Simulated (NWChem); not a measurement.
System: SiF$_{3}$, doublet; SMILES F[Si](F)F

The following NWChem deck was run.

```
start job
memory heap 200 mb stack 900 mb global 1100 mb
geometry units angstroms noautosym nocenter noautoz
  F      1.457838     0.352336    -0.204561
  Si     0.000000     0.000000     0.375737
  F     -1.034051     1.086357    -0.204561
  F     -0.423787    -1.438693    -0.204561
end
basis spherical
  * library 6-31g*
end
dft
  odft
  mult 2
  xc m06-2x
  iterations 150
end
cosmo
  do_cosmo_smd true
  solvent acetone
end
task dft energy
```

NWChem printed, in part:

```
             Northwest Computational Chemistry Package (NWChem) 7.3.0
             --------------------------------------------------------

                             Geometry "geometry" -> ""
                             -------------------------

 Output coordinates in angstroms (scale by  1.889725989 to convert to a.u.)

  No.       Tag          Charge          X              Y              Z
 ---- ---------------- ---------- -------------- -------------- --------------
    1 F                    9.0000     1.45783800     0.35233600    -0.20456100
    2 Si                  14.0000     0.00000000     0.00000000     0.37573700
    3 F                    9.0000    -1.03405100     1.08635700    -0.20456100
    4 F                    9.0000    -0.42378700    -1.43869300    -0.20456100

 Effective nuclear repulsion energy (a.u.)     173.8843511332

                                 NWChem DFT Module
                                 -----------------

 Summary of "ao basis" -> "ao basis" (spherical)
 ------------------------------------------------------------------------------
       Tag                 Description            Shells   Functions and Types
 ---------------- ------------------------------  ------  ---------------------
 F                           6-31g*                  6       14   3s2p1d
 Si                          6-31g*                  8       18   4s3p1d

 in cosmo_initialize ...
 calling solv_data for solv:acetone

 solvent parameters
 solvname_short: acetone
 solvname_long:  acetone
 dielec:       20.4930
 dielecinf:     1.8463
 nonaqueous SMD model solvent descriptors
 dielec:       20.4930
 sola:          0.0400
 solb:          0.4900
 solc:          0.0000
 solg:         33.7700
 solh:          0.0000
 soln:          1.3588

          ---------------
          -cosmo- solvent
          ---------------
 Cosmo: York-Karplus, doi: 10.1021/jp992097l
 dielectric constant -eps-     =  20.49
 screen = (eps-1)/(eps    )    =   0.95120
 surface charge correction     = lagrangian

   van der Waals surface
 --------------------------

[...]

                                COSMO-SMD solvation results
                                ---------------------------

             internal energy in gas <Psi(g)|H|Psi(g)> =      -588.998602236946
         internal energy in solvent <Psi(s)|H|Psi(s)> =      -588.998311675282
                               delta internal energy  =         0.000290561664 (    0.18 kcal/mol)
   total free energy in solvent <Psi(s)|H+V/2|Psi(s)> =      -589.002396034266
 polarization energy contribution <Psi(s)|V/2|Psi(s)> =        -0.004084358984 (   -2.56 kcal/mol)
    total free energy in solvent including G(SMD-CDS) =      -589.001976995687
                       G(SMD-CDS) energy contribution =         0.000419038579 (    0.26 kcal/mol)
     1 M fixed-concentration free energy of solvation =        -0.003374758741 (   -2.12 kcal/mol)

                    DFT Final Alpha Molecular Orbital Analysis
                    ------------------------------------------

 Vector   19  Occ=1.000000D+00  E=-5.291063D-01
              MO Center= -2.7D-01,  4.1D-01, -1.6D-01, r^2= 2.4D+00
   Bfn.  Coefficient  Atom+Function         Bfn.  Coefficient  Atom+Function
  ----- ------------  ---------------      ----- ------------  ---------------
    37      0.371159  3 F  pz                41      0.273903  3 F  pz
    35     -0.235843  3 F  px                 3     -0.221464  1 F  px
    36      0.220635  3 F  py                 5     -0.213834  1 F  pz
    50      0.185389  4 F  py                39     -0.161656  3 F  px
     9     -0.157809  1 F  pz                51     -0.157120  4 F  pz

 Vector   20  Occ=1.000000D+00  E=-5.130780D-01
              MO Center= -5.2D-04,  6.5D-04, -2.0D-01, r^2= 2.7D+00
   Bfn.  Coefficient  Atom+Function         Bfn.  Coefficient  Atom+Function
  ----- ------------  ---------------      ----- ------------  ---------------
     4      0.376486  1 F  py                49      0.371508  4 F  px
    35     -0.280816  3 F  px                 8      0.275113  1 F  py
    53      0.271478  4 F  px                36     -0.267248  3 F  py
    39     -0.205194  3 F  px                40     -0.195281  3 F  py
    50     -0.109550  4 F  py                 3     -0.091123  1 F  px

 Vector   21  Occ=1.000000D+00  E=-3.165610D-01
              MO Center=  1.0D-04, -8.1D-05,  8.7D-01, r^2= 1.9D+00
   Bfn.  Coefficient  Atom+Function         Bfn.  Coefficient  Atom+Function
  ----- ------------  ---------------      ----- ------------  ---------------
    23      0.494550  2 Si pz                24      0.449754  2 Si s
    20      0.444446  2 Si s                 16     -0.187925  2 Si s
     5     -0.180090  1 F  pz                37     -0.180068  3 F  pz
    51     -0.180087  4 F  pz                19     -0.169688  2 Si pz
     9     -0.155810  1 F  pz                41     -0.155790  3 F  pz

 Vector   22  Occ=0.000000D+00  E= 8.869281D-02
              MO Center=  1.5D-01, -9.2D-02,  6.0D-01, r^2= 3.7D+00
   Bfn.  Coefficient  Atom+Function         Bfn.  Coefficient  Atom+Function
  ----- ------------  ---------------      ----- ------------  ---------------
    26      0.758768  2 Si py                25     -0.557383  2 Si px
    38     -0.427366  3 F  s                 22      0.331335  2 Si py
    52      0.261368  4 F  s                 21     -0.243367  2 Si px
     8     -0.179027  1 F  py                 4     -0.166178  1 F  py
     6      0.166668  1 F  s                 53      0.158043  4 F  px

[...]
```

Level: M06-2X/6-31G* (spherical d), spin-unrestricted, SMD on the gas-phase geometry. In the optimisation the excess spin sits in a (C3, its own frame). The geometry was optimised at PBE0/def2-SVP, spin-unrestricted. No stability test was run on the SCF state. Solvent: acetone.
